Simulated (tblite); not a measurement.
C3H6BF3Si.
SMILES with atom numbers: `[F:1][B:2]([F:3])[C@@H:4]1[SiH2:5][CH2:6][C@@H:7]1[F:8]` (hydrogens: H9 on C4; H10, H11 on Si5; H12, H13 on C6; H14 on C7)

Computed with GFN2-xTB (tblite), gas phase: L-BFGS steps from a force-field or distance-geometry start until the largest atomic force falls under 0.01 eV/Å.

Step 101: E = -727.1934 eV
```
atom  x, y, z in Å  |  force x, y, z in eV/Å
F1      2.6724   -1.6406    0.1794   -0.051   0.024   0.014
B2      1.8851   -0.6482   -0.2227   -0.023  -0.017   0.021
F3      2.2557   -0.1332   -1.3776   -0.019  -0.002  -0.001
C4      0.5858   -0.2904    0.5483    0.043   0.012   0.003
Si5    -1.0119   -1.0633   -0.2478    0.073  -0.035   0.002
C6     -1.3843    0.8101   -0.2250   -0.072  -0.054  -0.041
C7     -0.0229    1.1228    0.4205   -0.009  -0.013  -0.007
F8      0.7259    1.9576   -0.3772   -0.032  -0.007   0.028
H9      0.6700   -0.5785    1.5958    0.060   0.010  -0.018
H10    -0.8807   -1.6726   -1.5681   -0.004  -0.015   0.017
H11    -1.7054   -1.9247    0.7135   -0.013   0.050  -0.052
H12    -1.4560    1.2765   -1.2057    0.005   0.008   0.004
H13    -2.2367    1.1468    0.3600    0.045   0.060   0.025
H14    -0.0979    1.6372    1.3843   -0.002  -0.021   0.003
```

Step 102: E = -727.1904 eV
```
atom  x, y, z in Å  |  force x, y, z in eV/Å
F1      2.7118   -1.5850    0.0944   -0.145   0.124  -0.026
B2      1.8653   -0.6235   -0.2681   -0.013  -0.039  -0.012
F3      2.1596   -0.0882   -1.4392   -0.038  -0.068   0.114
C4      0.5839   -0.3089    0.5596    0.131   0.036   0.004
Si5    -1.0308   -1.0709   -0.2083    0.059  -0.050  -0.017
C6     -1.3489    0.8146   -0.2765   -0.206   0.059  -0.144
C7     -0.0325    1.1054    0.4686    0.014   0.096  -0.024
F8      0.7636    2.0001   -0.2259   -0.197  -0.153   0.165
H9      0.7140   -0.6166    1.5982    0.063   0.039  -0.067
H10    -0.9235   -1.7495   -1.5014   -0.015   0.016   0.094
H11    -1.7268   -1.8755    0.8072    0.005   0.107  -0.127
H12    -1.3059    1.2265   -1.2938    0.003  -0.082   0.293
H13    -2.2507    1.2147    0.2024    0.320  -0.024  -0.089
H14    -0.1800    1.5564    1.4608    0.018  -0.061  -0.166
```

Step 103: E = -727.1966 eV
```
atom  x, y, z in Å  |  force x, y, z in eV/Å
F1      2.7103   -1.5788    0.1351   -0.050   0.039  -0.012
B2      1.8666   -0.6298   -0.2546   -0.046  -0.027   0.003
F3      2.1617   -0.1216   -1.4351    0.001  -0.026   0.022
C4      0.5823   -0.3052    0.5579    0.103   0.008   0.027
Si5    -1.0255   -1.0651   -0.2237    0.084  -0.095   0.011
C6     -1.3560    0.8141   -0.2589   -0.069  -0.206  -0.043
C7     -0.0315    1.1077    0.4537    0.058  -0.090   0.014
F8      0.7487    1.9772   -0.2685    0.031   0.088  -0.016
H9      0.7080   -0.6047    1.5980    0.033   0.017  -0.016
H10    -0.8940   -1.7216   -1.5218   -0.020  -0.009   0.027
H11    -1.7333   -1.8833    0.7656   -0.018   0.059  -0.063
H12    -1.3507    1.2400   -1.2546    0.023   0.095  -0.166
H13    -2.2288    1.1953    0.2527   -0.125   0.116   0.124
H14    -0.1587    1.5753    1.4321   -0.005   0.032   0.088
```

Q: Estimate the geometry and energy of step 104. (The exact step hangs on the optimiser's Hessian estimate; all steps are aligned on step 103, rigid shifts and turns removed.)

A: E = -727.2006 eV, largest force 0.161 eV/Å
```
atom  x, y, z in Å  |  force x, y, z in eV/Å
F1      2.7134   -1.5683    0.1021   -0.034   0.017  -0.002
B2      1.8610   -0.6207   -0.2694   -0.068  -0.024   0.030
F3      2.1429   -0.0975   -1.4453    0.007  -0.009  -0.021
C4      0.5838   -0.3098    0.5597    0.096   0.019   0.025
Si5    -1.0290   -1.0693   -0.2107    0.054  -0.086   0.000
C6     -1.3453    0.8130   -0.2765   -0.099  -0.108  -0.066
C7     -0.0355    1.1017    0.4683    0.050  -0.034   0.005
F8      0.7564    1.9929   -0.2199   -0.027   0.026   0.036
H9      0.7238   -0.6168    1.5959    0.034   0.026  -0.018
H10    -0.9162   -1.7514   -1.4992   -0.012   0.006   0.056
H11    -1.7371   -1.8645    0.7989   -0.012   0.070  -0.082
H12    -1.3009    1.2227   -1.2830    0.018   0.036  -0.030
H13    -2.2314    1.2186    0.2019   -0.005   0.056   0.048
H14    -0.1868    1.5488    1.4551   -0.001   0.005   0.018
```

The energy changes by -0.0040 eV. The first-order estimate −F·Δx gives -0.0048 eV and the mean of the old and new forces, exact on a quadratic surface, -0.0038 eV. The step makes an angle of 86° with the force vector and moves no atom by more than 0.060 Å.

What follows is the cost of the whole relaxation. Time: 1.2 s. Hardware: one thread of an Arm Neoverse N1, shared host.
